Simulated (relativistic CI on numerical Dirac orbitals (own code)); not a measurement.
## Ligand-field terms of d2

Computed with a parametric ligand-field model of a d^n configuration (Racah B and C, spin-orbit zeta, crystal field), exact diagonalisation.

Field parameters in Wybourne normalisation: Td as Oh with Dq negative (B⁴₀ = 21Dq, B⁴₄ = √(5/14) B⁴₀). The field is a parameter set, without covalency.

B = 1070 cm⁻¹, C = 5270 cm⁻¹ (C/B = 4.93), Td, no spin-orbit coupling. Tanabe-Sugano data, E/B above the lowest term (Δ = |10Dq|; b, c mark the second and third term of a kind):

| Δ/B | 3A2 | 3T2 | 3T1 | 1E | 3T1(b) | 1A1 |
| --- | --- | --- | --- | --- | --- | --- |
| 1.0 | 0.00 | 1.00 | 1.79 | 15.58 | 16.21 | 22.62 |
| 1.9 | 0.00 | 1.90 | 3.37 | 16.03 | 17.32 | 23.27 |
| 2.8 | 0.00 | 2.80 | 4.95 | 16.37 | 18.46 | 23.88 |
| 3.7 | 0.00 | 3.70 | 6.49 | 16.61 | 19.61 | 24.45 |
| 4.6 | 0.00 | 4.60 | 8.01 | 16.78 | 20.79 | 24.98 |
| 5.5 | 0.00 | 5.50 | 9.49 | 16.92 | 21.99 | 25.48 |
| 6.4 | 0.00 | 6.40 | 10.96 | 17.03 | 23.24 | 25.94 |
| 7.3 | 0.00 | 7.30 | 12.39 | 17.12 | 24.51 | 26.37 |
| 8.2 | 0.00 | 8.20 | 13.78 | 17.19 | 25.81 | 26.78 |
| 9.1 | 0.00 | 9.10 | 15.15 | 17.24 | 27.15 | 27.16 |
| 10.0 | 0.00 | 10.00 | 16.48 | 17.29 | 28.52 | 27.51 |
| 10.9 | 0.00 | 10.90 | 17.77 | 17.34 | 29.92 | 27.84 |
| 11.8 | 0.00 | 11.80 | 19.04 | 17.37 | 31.37 | 28.15 |
| 12.7 | 0.00 | 12.70 | 20.27 | 17.40 | 32.83 | 28.43 |
| 13.6 | 0.00 | 13.60 | 21.47 | 17.43 | 34.32 | 28.70 |
| 14.5 | 0.00 | 14.50 | 22.66 | 17.46 | 35.86 | 28.96 |
| 15.4 | 0.00 | 15.40 | 23.80 | 17.48 | 37.40 | 29.20 |
| 16.3 | 0.00 | 16.30 | 24.93 | 17.50 | 38.97 | 29.42 |
| 17.2 | 0.00 | 17.20 | 26.03 | 17.51 | 40.56 | 29.63 |
| 18.1 | 0.00 | 18.10 | 27.12 | 17.53 | 42.19 | 29.83 |
| 19.0 | 0.00 | 19.00 | 28.19 | 17.55 | 43.81 | 30.02 |
| 19.9 | 0.00 | 19.90 | 29.24 | 17.56 | 45.45 | 30.19 |
| 20.8 | 0.00 | 20.80 | 30.29 | 17.57 | 47.12 | 30.36 |
| 21.7 | 0.00 | 21.70 | 31.31 | 17.58 | 48.79 | 30.52 |

The ground term stays 3A2.
